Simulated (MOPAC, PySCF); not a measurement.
C8H20Si, SMILES `CC[Si](CC)(CC)CC`, neutral singlet in the gas phase. 

Cartesian coordinates (Å):
SMILES: CC[Si](CC)(CC)CC
```xyz
29

C      1.4337     0.4348    -2.4788
C      0.7776     1.1522    -1.2912
Si     0.0000     0.0000     0.0000
C     -1.2649    -1.1395    -0.8374
C     -2.3704    -0.4104    -1.6132
C      1.3592    -1.0525     0.8027
C      0.8777    -1.9629     1.9406
C     -0.8720     1.0398     1.3259
C      0.0589     1.9384     2.1514
H      1.8759     1.1431    -3.1989
H      2.2405    -0.2403    -2.1492
H      0.7049    -0.1800    -3.0322
H     -0.0067     1.8420    -1.6519
H      1.5192     1.7913    -0.7793
H     -0.7173    -1.8232    -1.5111
H     -1.7116    -1.7863    -0.0611
H     -1.9532     0.2125    -2.4214
H     -2.9517     0.2589    -0.9578
H     -3.0835    -1.1116    -2.0772
H      1.8378    -1.6573     0.0117
H      2.1479    -0.3715     1.1705
H      1.6995    -2.5580     2.3721
H      0.4311    -1.3800     2.7629
H      0.1088    -2.6728     1.5941
H     -1.6454     1.6523     0.8287
H     -1.4240     0.3526     1.9924
H      0.8172     1.3474     2.6908
H     -0.4918     2.5265     2.9040
H      0.6024     2.6542     1.5130
```
Charge 0, multiplicity 1.

All levels are single points at this geometry (B3LYP-D3(BJ)/def2-SVP); Pople sets use spherical d functions. Orbital energies aren't observables, and empty levels follow the basis.

HF/STO-3G in PySCF gives gap (eV) = 22.69.

Task: Estimate the gap (eV) from each of these levels: B3LYP-D3(BJ)/def2-TZVP in PySCF; M06-2X/def2-TZVP in PySCF; BP86/6-31G* in PySCF; SVWN5/6-31G* in PySCF; HF/3-21G in PySCF; HF/6-31G* in PySCF; AM1 in MOPAC; PM3 in MOPAC.

Result: 
| level | gap (eV) |
|---|---|
| B3LYP-D3(BJ)/def2-TZVP in PySCF | 8.08 |
| M06-2X/def2-TZVP in PySCF | 10.33 |
| BP86/6-31G* in PySCF | 7.50 |
| SVWN5/6-31G* in PySCF | 7.19 |
| HF/3-21G in PySCF | 16.81 |
| HF/6-31G* in PySCF | 16.21 |
| AM1 in MOPAC | 12.00 |
| PM3 in MOPAC | 10.83 |
